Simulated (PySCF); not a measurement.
## Working with the constants of BTe⁻

RHF-CCSD(T) constants of BTe⁻, ¹Σ⁺ (singlet), closed shell (PySCF, scalar-relativistic core potentials, basis sets B def2-SVPD, Te def2-SVPD with ECP28; masses 11.0093 and 129.9062 u):

```
ωe              : 656.8 cm⁻¹
ωexe            : 3.18 cm⁻¹
Be              : 0.38083 cm⁻¹
αe              : 0.00266 cm⁻¹
D (centrifugal) : 5.12e-07 cm⁻¹
```

Problem. Give the vibrational terms G(v) and spacings up to v = 6.

Solution. G(v) = ωe(v+½) − ωexe(v+½)².

```tsv
v	G(v) (cm⁻¹)	G(v) − G(v−1)	Bv (cm⁻¹)
0	327.6		0.3795
1	978.0	650.4	0.3768
2	1622.1	644.1	0.3742
3	2259.8	637.7	0.3715
4	2891.2	631.4	0.3689
5	3516.2	625.0	0.3662
6	4134.8	618.6	0.3635
```

Correlated steps freeze 5 core orbitals. Spin–orbit coupling is left out, which matters for elements this heavy, above all for dissociation energies. The CCSD T1 diagnostic is raised, a sign that a single reference may not be enough here.
